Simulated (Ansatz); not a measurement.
Program: Ansatz.

The input (input.yaml):

```yaml
crystal:
  periodic: [false, false, false]
  atoms:
    - { symbol: F, position_ang: [-1.582409, -0.441865, -0.700859] }
    - { symbol: C, position_ang: [-0.363303, 0.287206, -0.648681] }
    - { symbol: Al, position_ang: [-0.994782, 2.181075, -0.769268] }
    - { symbol: "N", position_ang: [0.377408, -0.03197, 0.509706] }
    - { symbol: Ge, position_ang: [1.066412, -1.722908, 0.797431] }
    - { symbol: H, position_ang: [0.184954, -0.058331, -1.525881] }
    - { symbol: H, position_ang: [-1.386421, 2.889928, 0.587929] }
    - { symbol: H, position_ang: [-1.116061, 2.912069, -2.161729] }
    - { symbol: H, position_ang: [0.058668, 0.436579, 1.337728] }
    - { symbol: H, position_ang: [2.162485, -1.589739, 1.862117] }
    - { symbol: H, position_ang: [0.018313, -2.732328, 1.286185] }
    - { symbol: H, position_ang: [1.651537, -2.184915, -0.540478] }
basis:
  gaussian: { orbitals: def2-SVP }
hamiltonian:
  xc: hf
neb:
  order_check: false
  images: 8
  f_tol: 0.05
  max_iterations: 8
  climbing: false
  final_atoms:
    - { symbol: H, position_ang: [1.33712634, -2.76953469, -0.16254064] }
    - { symbol: H, position_ang: [-0.06263407, -2.40226108, 1.91940579] }
    - { symbol: H, position_ang: [2.31664062, -1.52942644, 1.82096403] }
    - { symbol: H, position_ang: [1.03972598, 0.6476718, 0.56833645] }
    - { symbol: H, position_ang: [0.18757772, 2.78900353, -0.37884229] }
    - { symbol: H, position_ang: [-2.49486893, 2.27717077, -0.40407084] }
    - { symbol: H, position_ang: [-0.99307316, 1.86699558, -2.66165] }
    - { symbol: Ge, position_ang: [1.05799807, -1.87589198, 1.03614096] }
    - { symbol: "N", position_ang: [0.50064982, -0.17694054, 0.36107845] }
    - { symbol: Al, position_ang: [-1.06221574, 2.03828221, -1.07325497] }
    - { symbol: C, position_ang: [-0.53245537, 0.07783902, -0.36660752] }
    - { symbol: F, position_ang: [-1.21767028, -0.99810719, -0.62475942] }
  initial_path: idpp
```

Command:

```bash
$ ansatz run input.yaml --threads 2 --pin off --max-ram 3072MiB --backend cpu --events-out ev --progress --plain --runs-dir out
```

**Question.** What happens when this is run?

**Answer.** The input was rejected before any iteration.

```
Error: 10 input errors — fix all and re-run
  1. invalid value for `neb.final_atoms`: atom 0 is H but atom 0 of crystal.atoms is F — the final endpoint must list the same atoms in the same order
  2. invalid value for `neb.final_atoms`: atom 1 is H but atom 1 of crystal.atoms is C — the final endpoint must list the same atoms in the same order
  3. invalid value for `neb.final_atoms`: atom 2 is H but atom 2 of crystal.atoms is Al — the final endpoint must list the same atoms in the same order
  4. invalid value for `neb.final_atoms`: atom 3 is H but atom 3 of crystal.atoms is N — the final endpoint must list the same atoms in the same order
  5. invalid value for `neb.final_atoms`: atom 4 is H but atom 4 of crystal.atoms is Ge — the final endpoint must list the same atoms in the same order
  6. invalid value for `neb.final_atoms`: atom 7 is Ge but atom 7 of crystal.atoms is H — the final endpoint must list the same atoms in the same order
  7. invalid value for `neb.final_atoms`: atom 8 is N but atom 8 of crystal.atoms is H — the final endpoint must list the same atoms in the same order
  8. invalid value for `neb.final_atoms`: atom 9 is Al but atom 9 of crystal.atoms is H — the final endpoint must list the same atoms in the same order
  9. invalid value for `neb.final_atoms`: atom 10 is C but atom 10 of crystal.atoms is H — the final endpoint must list the same atoms in the same order
 10. invalid value for `neb.final_atoms`: atom 11 is F but atom 11 of crystal.atoms is H — the final endpoint must list the same atoms in the same order
```
